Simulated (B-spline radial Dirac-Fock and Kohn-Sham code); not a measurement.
# How the binding energies of Sc⁺ add up

System: scandium as Sc⁺, 1s2 2s2 2p6 3s2 3p6 3d1 4s1, inside a Watson sphere of charge -1 and radius 2.2 Å (a model of the Madelung potential; inside it an electron's potential energy is raised by 6.5 eV); nuclear rms radius 3.5459 fm (A = 45).

Input of the calculation (task.json; shells as n, l, electrons):

```json
{"items": [{
  "Z": 21,
  "q": 1,
  "cfg": [[1, 0, 2], [2, 0, 2], [2, 1, 6], [3, 0, 2], [3, 1, 6], [3, 2, 1], [4, 0, 1]],
  "A": 45,
  "rrms": 3.5459,
  "watson": [-1, 2.2],
  "do": ["binding"]
}]}
```

Launch: `python xray_run.py task.json out`

The computed values come from a radial B-spline solver: Dirac-Fock (average of configuration) total-energy differences with a finite nucleus, the Breit interaction including its frequency dependence, and self-energy and vacuum-polarisation corrections. No correlation. Energies are counted from the vacuum level. Subshells whose hole state is unreliable or did not converge are left out.

All terms are in eV, carry their sign (relaxation lowers the binding energy) and add up to the binding energy; ⟨r⟩ is the mean radius of the orbital in the initial state.

```tsv
subshell	−ε (Koopmans)	relaxation	Gaunt	retardation	self-energy	vacuum polarisation	binding energy	⟨r⟩ (bohr)
K (1s)	4542.1	-34.66	-4.11	0.22	-1.86	0.14	4501.8	0.073
L1 (2s)	525.0	-12.54	-0.21	0.00	-0.17	0.01	512.1	0.341
L2 (2p1/2)	430.9	-13.80	-0.41	0.04	0.03	0.00	416.7	0.304
L3 (2p3/2)	426.1	-13.68	-0.26	0.04	0.02	0.00	412.2	0.307
M2 (3p1/2)	43.98	-2.71	-0.03	0.00	0.00	0.00	41.25	1.165
M3 (3p3/2)	43.43	-2.68	-0.02	0.00	0.00	0.00	40.74	1.172
M4,5 (3d)	9.98	-1.39	0.01	0.00	0.00	0.00	8.59	1.624
N1 (4s)	5.94	-0.04	0.00	0.00	0.00	0.00	5.90	3.790
```

For the deepest level, K (1s), the Breit terms make up -0.086 % of the binding energy, QED -0.038 % and orbital relaxation -0.770 %.

Spin-orbit splittings: 2p 4.50 eV, 3p 0.50 eV.
